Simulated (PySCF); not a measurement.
SCF from a fresh guess for triplet NbSe₂⁻, at the PBE minimum. PySCF input:

```python
from pyscf import gto, scf, dft
mol = gto.M(atom='''
Nb    -0.704020    -0.000000    -0.000000
Se     0.409220     2.078500    -0.000000
Se     0.409220    -2.078500     0.000000''',
    basis={'Nb': 'def2-SVPD', 'Se': 'def2-SVPD'},
    ecp={'Nb': 'def2-SVPD'},
    charge=-1, spin=2)
mf = scf.UHF(mol)
aux = {'Nb': 'def2-universal-JKFIT', 'Se': 'def2-universal-JKFIT'}
mf = mf.density_fit(auxbasis=aux)
mf.conv_tol = 1e-08
mf.diis_space = 10
mf.max_cycle = 60
mf.init_guess = 'minao'
mf.verbose = 4
mf.kernel()
```

Excerpt of the output (cycles alone):

```
init E= -4846.4005547119
cycle= 1 E= -4852.90912241352  delta_E= -6.51  |g|= 2.13  |ddm|= 3.23
cycle= 2 E= -4851.2587757295  delta_E= 1.65  |g|= 2.29  |ddm|= 68.7
cycle= 3 E= -4855.50702815128  delta_E= -4.25  |g|= 0.256  |ddm|= 68.3
cycle= 4 E= -4855.57395102913  delta_E= -0.0669  |g|= 0.106  |ddm|= 0.582
cycle= 5 E= -4855.58520157883  delta_E= -0.0113  |g|= 0.0587  |ddm|= 0.286
cycle= 6 E= -4855.5902049726  delta_E= -0.005  |g|= 0.0301  |ddm|= 0.176
cycle= 7 E= -4855.59347930918  delta_E= -0.00327  |g|= 0.0194  |ddm|= 0.184
cycle= 8 E= -4855.59473363128  delta_E= -0.00125  |g|= 0.0136  |ddm|= 0.0618
cycle= 9 E= -4855.59673024509  delta_E= -0.002  |g|= 0.00874  |ddm|= 0.139
cycle= 10 E= -4855.59748379066  delta_E= -0.000754  |g|= 0.00635  |ddm|= 0.0803
cycle= 11 E= -4855.59801788834  delta_E= -0.000534  |g|= 0.00365  |ddm|= 0.0908
cycle= 12 E= -4855.59816972043  delta_E= -0.000152  |g|= 0.00239  |ddm|= 0.0443
cycle= 13 E= -4855.59823649318  delta_E= -6.68e-05  |g|= 0.00202  |ddm|= 0.0262
cycle= 14 E= -4855.5982765379  delta_E= -4e-05  |g|= 0.00163  |ddm|= 0.0176
cycle= 15 E= -4855.59832599736  delta_E= -4.95e-05  |g|= 0.00121  |ddm|= 0.027
cycle= 16 E= -4855.5983602572  delta_E= -3.43e-05  |g|= 0.000673  |ddm|= 0.0315
cycle= 17 E= -4855.5983685605  delta_E= -8.3e-06  |g|= 0.000425  |ddm|= 0.015
cycle= 18 E= -4855.59837083935  delta_E= -2.28e-06  |g|= 0.00029  |ddm|= 0.00598
cycle= 19 E= -4855.598371862  delta_E= -1.02e-06  |g|= 0.0002  |ddm|= 0.00401
cycle= 20 E= -4855.59837237008  delta_E= -5.08e-07  |g|= 0.000118  |ddm|= 0.00307
cycle= 21 E= -4855.59837251469  delta_E= -1.45e-07  |g|= 6.29e-05  |ddm|= 0.00169
cycle= 22 E= -4855.59837254709  delta_E= -3.24e-08  |g|= 3.88e-05  |ddm|= 0.000605
cycle= 23 E= -4855.5983725589  delta_E= -1.18e-08  |g|= 2.31e-05  |ddm|= 0.000301
cycle= 24 E= -4855.59837256369  delta_E= -4.78e-09  |g|= 1.21e-05  |ddm|= 0.000217
Extra cycle  E= -4855.59837256412  delta_E= -4.37e-10  |g|= 9.68e-06  |ddm|= 3.19e-05
converged SCF energy = -4855.59837256412  <S^2> = 2.2206253  2S+1 = 3.1436446
```

No lower solution of this spin was found from smeared starts or by a stability analysis within the unrestricted form.

Open d and f shells are described by one determinant, and the ground state may have another occupation or spin.

The search for the lowest solution, 3 starts and the stability check together, took 38 s on 4 threads of a shared Intel Xeon @ 2.50GHz (Skylake/Cascade Lake) host, with 116 basis functions; the process peaked at 0.4 GiB.
